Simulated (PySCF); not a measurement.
CH4BrClOSi, SMILES C[Si](O)(Cl)Br.

Coordinates come from a PBE-D3(BJ)/def2-SVP optimisation. The structure was generated by enumeration, and PubChem lists no compound with its InChIKey, so it may never have been made. The values are those of a single conformer.

Computed with PBE0/def2-TZVP run with PySCF.

Gas-phase values at a fixed geometry.

```
Quantity                                                                                                        Value
---------------------------------------------------------------------------------------------  ----------------------
total energy                                                                                      -3439.13594 hartree
highest occupied level                                                                                       -8.53 eV
lowest empty level                                                                                            0.06 eV
orbital gap                                                                                                   8.58 eV
dipole moment                                                                                                  0.99 D
quadrupole, principal values (traceless, Buckingham form, about the centre of nuclear charge)  -5.22, -3.44, 8.66 D·Å
mean static polarisability                                                                      70.3 bohr³ (10.41 Å³)
polarisability, principal values                                                               61.4, 70.1, 79.3 bohr³
```
